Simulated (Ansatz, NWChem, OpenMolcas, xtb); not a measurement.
## From O to Se: the dipole moment

One atom is swapped for its congeners: CO (carbon monoxide); CS (carbon monosulfide); CSe. All are singlets with charge 0.

Shapes, held fixed at every level: PBE0-D4/def2-TZVP; CS at the measured bond length. Programs: Ansatz 0.2.0, NWChem 7.3.0, OpenMolcas 26.06, xtb 6.7.1. A level may come from different programs for different species; with the same settings they agree closely. Values in D.

| level | CO | CSe |
| --- | --- | --- |
| GFN2-xTB | 0.62 | 2.31 |
| HF/STO-3G | 0.18 | 0.18 |
| HF/3-21G | 0.37 | 1.51 |
| B3LYP/6-31G* (Cartesian functions) | 0.11 | 1.77 |
| measured | 0.11 | – |

**Question.** Estimate the column for CS from its neighbours.

**Answer.** The mean of the neighbours at B3LYP/6-31G* (Cartesian functions) is 0.94 D, against 1.57 from the run: the member lies nearer Se. All rows: GFN2-xTB 1.51; HF/STO-3G 0.93; HF/3-21G 0.99; B3LYP/6-31G* (Cartesian functions) 1.57; measured 1.98 D. At B3LYP/6-31G* (Cartesian functions) the dipole moment rises at every step, from 0.11 to 1.77 D. 3 of 4 levels show this order throughout; 3 agree on the largest and the smallest. Measured values: NIST CCCBDB. Relativity is left out for Se unless named. Magnitudes only: a dipole under 1 D may point either way.
